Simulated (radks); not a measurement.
Isoelectronic series with 6 electrons, each ion in its NIST ground configuration. Method: scalar-relativistic Kohn-Sham, BLYP, spin-polarised, spherical densities, finite nucleus; open shells are filled with parallel spins first (spin-orbit coupling, left out, can overturn this in heavy ions); Fermi nuclear charge, rms radius of each element as measured or else 0.836 A^(1/3) + 0.57 fm; computed with a radial shooting solver on a logarithmic mesh with Libxc functionals. Total energies (hartree) and orbital eigenvalues (eV):

ion,configuration,E (hartree),2p up,2s down
C,[He] 2s2 2p2,-37.85970,-5.9190,-11.8854
F3+,[He] 2s2 2p2,-95.58979,-75.0889,-87.7635
Mg6+,[He] 2s2 2p2,-180.50347,-206.5412,-226.1967
P9+,[He] 2s2 2p2,-292.69921,-399.6624,-426.7123
Ar12+,[He] 2s2 2p2,-432.33543,-654.4764,-689.5846
Sc15+,[He] 2s2 2p2,-599.61508,-971.1528,-1015.303
Cr18+,[He] 2s2 2p2,-794.78437,-1349.941,-1404.511
Co21+,[He] 2s2 2p2,-1018.13379,-1791.152,-1857.989
Zn24+,[He] 2s2 2p2,-1270.00021,-2295.153,-2376.660
As27+,[He] 2s2 2p2,-1550.76892,-2862.369,-2961.594
Kr30+,[He] 2s2 2p2,-1860.87780,-3493.274,-3614.014
Mo36+,[He] 2s2 2p2,-2571.14225,-4948.326,-5127.046
